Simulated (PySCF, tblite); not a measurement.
Dissociation curve of KCl, singlet.

Computed with: GFN2-xTB, 300 K electronic temperature (tblite); UCCSD(T) = CCSD(T) on UHF/def2-TZVP, 10 core orbitals frozen run with PySCF.

Energies relative to the lowest point of each curve near equilibrium, in kJ/mol; the last columns give the difference from UCCSD(T):

```json
[
 {"R / Å": "2.13", "GFN2-xTB": "74.6", "UCCSD(T)": "182.9", "GFN2-xTB − UCCSD(T)": "-108.3"},
 {"R / Å": "2.31", "GFN2-xTB": "17.8", "UCCSD(T)": "68.0", "GFN2-xTB − UCCSD(T)": "-50.1"},
 {"R / Å": "2.40", "GFN2-xTB": "6.6", "UCCSD(T)": "36.3", "GFN2-xTB − UCCSD(T)": "-29.7"},
 {"R / Å": "2.50", "GFN2-xTB": "1.1", "UCCSD(T)": "14.6", "GFN2-xTB − UCCSD(T)": "-13.5"},
 {"R / Å": "2.58", "GFN2-xTB": "0.0", "UCCSD(T)": "5.0", "GFN2-xTB − UCCSD(T)": "-5.0"},
 {"R / Å": "2.68", "GFN2-xTB": "1.3", "UCCSD(T)": "0.0", "GFN2-xTB − UCCSD(T)": "1.3"},
 {"R / Å": "2.79", "GFN2-xTB": "4.9", "UCCSD(T)": "1.0", "GFN2-xTB − UCCSD(T)": "3.8"},
 {"R / Å": "2.85", "GFN2-xTB": "7.4", "UCCSD(T)": "3.7", "GFN2-xTB − UCCSD(T)": "3.7"},
 {"R / Å": "2.97", "GFN2-xTB": "13.4", "UCCSD(T)": "12.1", "GFN2-xTB − UCCSD(T)": "1.4"},
 {"R / Å": "3.08", "GFN2-xTB": "19.6", "UCCSD(T)": "22.2", "GFN2-xTB − UCCSD(T)": "-2.5"},
 {"R / Å": "3.36", "GFN2-xTB": "36.9", "UCCSD(T)": "52.8", "GFN2-xTB − UCCSD(T)": "-16.0"},
 {"R / Å": "3.63", "GFN2-xTB": "53.4", "UCCSD(T)": "83.8", "GFN2-xTB − UCCSD(T)": "-30.3"},
 {"R / Å": "4.07", "GFN2-xTB": "81.7", "UCCSD(T)": "130.5", "GFN2-xTB − UCCSD(T)": "-48.8"},
 {"R / Å": "4.46", "GFN2-xTB": "—", "UCCSD(T)": "166.6", "GFN2-xTB − UCCSD(T)": "—"},
 {"R / Å": "4.80", "GFN2-xTB": "—", "UCCSD(T)": "194.1", "GFN2-xTB − UCCSD(T)": "—"},
 {"R / Å": "5.34", "GFN2-xTB": "—", "UCCSD(T)": "230.9", "GFN2-xTB − UCCSD(T)": "—"},
 {"R / Å": "5.95", "GFN2-xTB": "—", "UCCSD(T)": "263.9", "GFN2-xTB − UCCSD(T)": "—"},
 {"R / Å": "6.50", "GFN2-xTB": "—", "UCCSD(T)": "287.4", "GFN2-xTB − UCCSD(T)": "—"},
 {"R / Å": "7.26", "GFN2-xTB": "—", "UCCSD(T)": "312.4", "GFN2-xTB − UCCSD(T)": "—"}
]
```

GFN2-xTB is furthest from UCCSD(T) at 2.13 (-108.3 kJ/mol, below); its mean absolute difference over the points is 24.2 kJ/mol.

Dashes: no converged value, or the column stops at the first point that the program doubted or that broke a chosen test of continuity, which isn't proof of a fault.

The unrestricted determinant behind UCCSD(T) is spin-contaminated at 8.00 Å (<S²> up to 1.0, against 0.00 for a pure singlet).
